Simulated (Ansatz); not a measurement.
One change: `NC[NH][AlH2]` becomes `NCNCO`.

Ansatz, PBE0-D4/def2-TZVP geometries, multiplicity 1. Each molecule was computed in one conformer, which needn't be the lowest.

```tsv
property	`NC[NH][AlH2]`
HOMO–LUMO gap (B3LYP/def2-TZVPP) / eV	5.73
size of the dipole moment (PBE/def2-TZVPP) / D	1.35
size of the dipole moment (ωB97M-V/def2-TZVPP) / D	1.23
HOMO–LUMO gap (PBE/def2-TZVPP) / eV	4.03
HOMO–LUMO gap (PBE0/def2-TZVPP) / eV	6.15
LUMO energy (PBE/def2-TZVPP) / eV	-1.48
```

(1) Give the same properties after the change, and the shifts. (Estimate.)

## Answers

(1) The calculation gave: 
| property | `NCNCO` | shift |
| --- | --- | --- |
| HOMO–LUMO gap (B3LYP/def2-TZVPP) / eV | 7.24 | 1.51 |
| size of the dipole moment (PBE/def2-TZVPP) / D | 0.67 | -0.68 |
| size of the dipole moment (ωB97M-V/def2-TZVPP) / D | 0.66 | -0.57 |
| HOMO–LUMO gap (PBE/def2-TZVPP) / eV | 5.51 | 1.48 |
| HOMO–LUMO gap (PBE0/def2-TZVPP) / eV | 7.83 | 1.68 |
| LUMO energy (PBE/def2-TZVPP) / eV | 0.18 | 1.66 |

With PBE0 the HOMO rises by 0.08 eV and the LUMO rises by 1.76 eV, so the gap widens by about 1.68 eV. PBE moves the HOMO by 0.18 eV and ωB97M-V by 0.04 eV. Dipoles are sizes alone; their direction can turn.

B3LYP here is the variant with VWN-RPA as its local correlation; programs differ in this.
